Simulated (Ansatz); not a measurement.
Program: Ansatz. Geometries: PBE0-D4/def2-TZVP. ΔE: electronic, gas phase. CCSD(T)/CBS is the MP2 limit (def2-TZVPP, def2-QZVPP) plus CCSD(T) − MP2 in def2-TZVPP, frozen cores. Functionals use def2-TZVPP. def2 core potentials past Kr. For Br, Sn outer-core shells are correlated without core-valence functions, which leaves a few kJ/mol of doubt a bond. Scalar relativity is left out up to krypton. Each species was taken in one conformer, which may not be the lowest.

`Cl[Si](Cl)(Cl)[SnH2][Si](Cl)(Cl)Cl` + HBr → `Cl[Si](Cl)(Cl)Br` + `Cl[Si](Cl)(Cl)[SnH3]`  (cleavage of the Si–Sn bond)

CCSD(T)/CBS gives -50.7 kJ/mol.

Problem. Another level gave -50.3 kJ/mol. Which?
A. B2PLYP/def2-TZVPP
B. PBE/def2-TZVPP
C. CAM-B3LYP/def2-TZVPP
D. BLYP-D4/def2-TZVPP

Solution. B. PBE -50.3, B2PLYP -57.4, BLYP-D4 -41.0, CAM-B3LYP -61.7 kJ/mol.

Largest T1 diagnostic among the species: 0.012.

From PBE to PBE0 (25 % exact exchange), in def2-TZVPP and without D4, ΔE moves by −5.4 kJ/mol. In def2-TZVPP, CCSD(T) changes the Hartree–Fock value by +20.8 kJ/mol (the triples alone add +3.0 kJ/mol) and MP2 by +18.5 kJ/mol.

CCSD(T)/CBS has its own doubt, a few kJ/mol and more with outer-core shells, so smaller differences from it don't rank the levels.
